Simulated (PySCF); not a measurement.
Species: C₄H₇BF₃N.
Atom-mapped SMILES: `[BH3-:1][N+:2]#[C:3][CH2:4][CH2:5][C:6]([F:7])([F:8])[F:9]` (hydrogens: H10, H11, H12 on B1; H13, H14 on C4; H15, H16 on C5)

Structure used (PBE0-D3(BJ)/def2-SVP), in Å, numbered top down from 1:
```xyz
16
C4H7BF3N angstrom
B     -2.3715   -2.1908    1.4937
N     -1.5788   -1.1034    0.7671
C     -0.9778   -0.2893    0.2188
C     -0.1894    0.7175   -0.4661
C      1.3124    0.5185   -0.2616
C      2.1068    1.5429   -1.0340
F      1.7800    2.7852   -0.6625
F      3.4110    1.3836   -0.8352
F      1.8754    1.4459   -2.3474
H     -2.3573   -1.8816    2.6773
H     -1.7768   -3.2363    1.2678
H     -3.4933   -2.1687    1.0066
H     -0.4370    0.6781   -1.5397
H     -0.4987    1.7106   -0.1020
H      1.5822    0.6145    0.7997
H      1.6294   -0.4781   -0.5999
```

The closed-shell ground state was solved at several levels (PySCF, density fitting, gas phase, non-relativistic).

```tsv
level	basis functions	HOMO (eV)	LUMO (eV)	gap (eV)	dipole (D)
PBE0/pcSseg-1	188	-7.84	-0.81	7.03	5.24
B3LYP/pcJ-1	313	-7.67	-1.06	6.61	5.26
```

Problem. What might PBE0/def2-SVPD (245 basis functions) give for the same quantities?

Solution. HOMO -7.84 eV, LUMO -0.85 eV, gap 6.99 eV, dipole 5.10 D.

Problem. Over all these levels, which gives the widest orbital gap and which the narrowest?

Solution. PBE0/pcSseg-1 (global hybrid, 25 % exact exchange) has the widest, 7.03 eV, and B3LYP/pcJ-1 (global hybrid, 20 % exact exchange) the narrowest, 6.61 eV. Functional and basis both differ between the two, so the spread mixes both effects.

Problem. How far do the dipole and the HOMO energy spread over the levels?

Solution. The dipole runs from 5.10 to 5.26 D (mean 5.20 D) and the HOMO from -7.84 to -7.67 eV.

One conformer stands for the species.
